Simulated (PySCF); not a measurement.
**Sb⁺: ionisation energy**

Sb⁺ [Kr] 4d10 5s2 5p2 (3P) → Sb²⁺ [Kr] 4d10 5s2 5p1 (2P), as a difference of total energies. Computed with PySCF 2.14 in aug-cc-pVDZ-PP with ECP28MDF (5s4p3d, 32 functions), with scalar relativity through the core potential. Correlated levels: valence: 4s2 4p6 4d10 frozen. The calculations carry no spin-orbit coupling.

```
           method  ionisation energy (eV)  difference from reference (eV)
              UHF                  15.996                          -0.630
            B3LYP                  16.506                          -0.120
              LDA                  16.647                          +0.021
    MP2 (valence)                  16.220                          -0.406
SCS-MP2 (valence)                  16.165                          -0.461
   CCSD (valence)                  16.251                          -0.375
CCSD(T) (valence)                  16.258                          -0.368
```

Reference: 16.626 ± 0.025 eV (measured; NIST Atomic Spectra Database, ionization energies).

The reference lies between the lowest fine-structure levels, while these numbers refer to the centres of the terms.

Errors of the correlated levels include the incompleteness of this basis and the frozen core.
